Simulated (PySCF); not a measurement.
Two species compared at the same levels of theory.

First species: C5H13NOSi.
SMILES: `CC[C@@H]1CCO[Si@H]1N`

Second species: C₂H₁₀O₂SSi₃.
Geometry (GFN2-xTB, Å), atoms numbered from 1 in this order:
```
atom  x, y, z in Å
C1    -3.5893    0.8115   -0.5716
O2    -2.5360   -0.0412   -0.2366
Si3   -1.0102   -0.0166   -0.7708
C4    -0.1172   -1.5396   -0.0139
O5     1.0110   -0.8719    0.5689
Si6    0.6867    0.7509    0.5930
S7     2.4698    1.7325   -0.0811
Si8    3.6904    0.0302   -0.5645
H9    -4.5001    0.4165   -0.1223
H10   -3.7125    0.8608   -1.6549
H11   -3.4059    1.8191   -0.1934
H12   -0.9448    0.0058   -2.2405
H13    0.2635   -2.2854   -0.7111
H14   -0.6581   -2.0603    0.7785
H15    0.4892    1.2117    1.9697
H16    3.9266   -0.7470    0.6404
H17    3.0257   -0.7372   -1.6098
H18    4.9025    0.6663   -1.0565
```

Levels: PBE0/pcSseg-1 for HOMO energy, LUMO energy and HOMO–LUMO gap. Geometries: GFN2-xTB. Each structure is a single optimised conformer of the isolated species, non-relativistic unless stated; the electronic structure was computed with PySCF and density fitting.

Dipoles, sizes and rotational constants follow the conformer. The torsions of the flexible species, by atom-mapped SMILES:
- `[CH3:1][O:2][Si@@H:3]1[CH2:4][O:5][Si@H:6]1[S:7][SiH3:8]`: C1–O2–Si3–C4 -176°, O5–Si6–S7–Si8 4°

The conformers of `CC[C@@H]1CCO[Si@H]1N` aren't listed.

Values for the first species:

| Quantity | Value |
| --- | --- |
| HOMO energy | -7.22 eV |
| LUMO energy | 1.04 eV |
| HOMO–LUMO gap | 8.26 eV |

Estimate the same properties for the second species, and the change in each.

```csv
property,first,second,second less first
HOMO energy,-7.22 eV,-6.84 eV,+0.38 eV
LUMO energy,1.04 eV,-0.60 eV,-1.64 eV
HOMO–LUMO gap,8.26 eV,6.24 eV,-2.02 eV
```

